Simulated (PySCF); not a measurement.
Bond curve of CsIn

Set-up: PySCF, scalar-relativistic core potentials, basis sets Cs def2-SVP with ECP46, In def2-SVP with ECP28. Energies in eV from Cs + In in their ground configurations at the same level. All curves are PBE0. state 1: ¹Σ⁺ (singlet), closed shell, a second solution, started from another occupation; state 2: Ms = 0 determinant of mixed spin (⟨S²⟩ near 1.0), unpaired electrons σ ↓, π ↑, a second solution, started from another occupation.

```json
{"R (Å)": "3.310", "state 1": "0.1759", "state 2": "-0.1638"}
{"R (Å)": "3.464", "state 1": "-0.0631", "state 2": "-0.2893"}
{"R (Å)": "3.618", "state 1": "-0.2236", "state 2": "-0.3599"}
{"R (Å)": "3.733", "state 1": "-0.3044", "state 2": "-0.3871"}
{"R (Å)": "3.849", "state 1": "-0.3589", "state 2": "-0.3983"}
{"R (Å)": "3.965", "state 1": "-0.3921", "state 2": "-0.3976"}
{"R (Å)": "4.118", "state 1": "-0.4105", "state 2": "-0.3841"}
{"R (Å)": "4.311", "state 1": "-0.4029", "state 2": "-0.3548"}
{"R (Å)": "4.542", "state 1": "-0.3637", "state 2": "-0.3116"}
{"R (Å)": "4.850", "state 1": "-0.2820", "state 2": "-0.2527"}
```

Q: Put a parabola through the three lowest points of the state 1 curve and estimate Re, k and ωe (reduced mass 61.63 u; 1 eV/Å² = 0.16022 mdyn/Å; ωe = 1302.8·√(k/μ) cm⁻¹).

A: Through R = 3.965, 4.118, 4.311 Å the second-order coefficient is 0.461 eV/Å², so Re ≈ 4.172 Å, k ≈ 0.148 mdyn/Å and ωe ≈ 64 cm⁻¹. A polynomial fit of higher order to the unrounded PBE0 energies gives Re = 4.163 Å, k = 0.137 mdyn/Å, ωe = 61.3 cm⁻¹; anharmonicity and rounding make the difference.

The higher-order fit for each curve: state 1: Re = 4.163 Å, ωe = 61.3 cm⁻¹, minimum 0.411 eV below the ground-state fragments; state 2: Re = 3.898 Å, ωe = 58.2 cm⁻¹, minimum 0.399 eV below the ground-state fragments.

Closed-shell solutions of metal pairs were not tested for spin polarisation, which can lower them a little. These are scalar-relativistic numbers at best; spin–orbit coupling would shift them, the dissociation energy most.
